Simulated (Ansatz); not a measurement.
Energy profile

The step: Si₂H₅Br ([SiH3][SiH2][Br]) + H₂ → Si₂H₆ ([SiH3][SiH3]) + HBr; bonds formed: Si1–H7, Br2–H6; bonds broken: Si1–Br2, H6–H7 (atoms numbered as in the saddle structure below).

```xyz
10
angstrom
Si 0.1274 -0.8855 0.2497
Br 2.0796 0.4278 -1.1455
H 0.4672 -2.0545 -0.5823
H -0.4469 -1.4628 1.5137
Si -1.1552 0.9332 -0.4366
H 1.7681 -0.2497 0.6857
H 1.4118 -0.6115 1.3848
H -0.5856 2.1368 0.2145
H -1.1073 1.0221 -1.9126
H -2.5592 0.7440 0.0284
```

Electronic energies by CCSD(T) at an estimated basis limit (MP2 extrapolated from triple and quadruple zeta, plus CCSD(T) − MP2 in triple zeta), on PBE0-D4/def2-TZVP structures; Si₂H₇Br, singlet; no counterpoise correction. Program: Ansatz 0.2.0. Basis: def2-TZVPP and def2-QZVPP. Cores are frozen in the correlated methods. Filled d shells of the heavier atoms are correlated. The def2 sets are not built for correlating such inner shells, so the correlated values are less sure here. Extrapolation: Hartree–Fock as exp(−7.88 √X), correlation as X^−2.97.

Give the profile in kcal/mol, counted from the separated reactants. (An estimate is asked for; the value comes from the calculation.)

By the calculation:
```json
{"point": "separated: Si₂H₅Br (linked as [SiH3][SiH2][Br]; Si1, Br2, H3, H4, Si5, H8, H9, H10; singlet) + H₂ (H6, H7; singlet)", "kcal/mol": "0.00"}
{"point": "start structure", "kcal/mol": "-0.65"}
{"point": "saddle", "kcal/mol": "49.81"}
{"point": "end structure", "kcal/mol": "15.80"}
{"point": "separated: Si₂H₆ (linked as [SiH3][SiH3]; Si1, H3, H4, Si5, H7, H8, H9, H10; singlet) + HBr (Br2, H6; singlet)", "kcal/mol": "17.41"}
```

The T1 diagnostic stays at or below 0.013.

For scale, one of the runs: CCSD(T)/def2-TZVPP, 230 basis functions, launched by `ansatz run in.yaml --threads 4 --pin off --events-out ev --progress --plain --max-ram 9574MiB`. The run took 120 s on 4 CPU threads of an Arm Neoverse V1 (shared host), with 3.6 GiB of host memory at its peak.
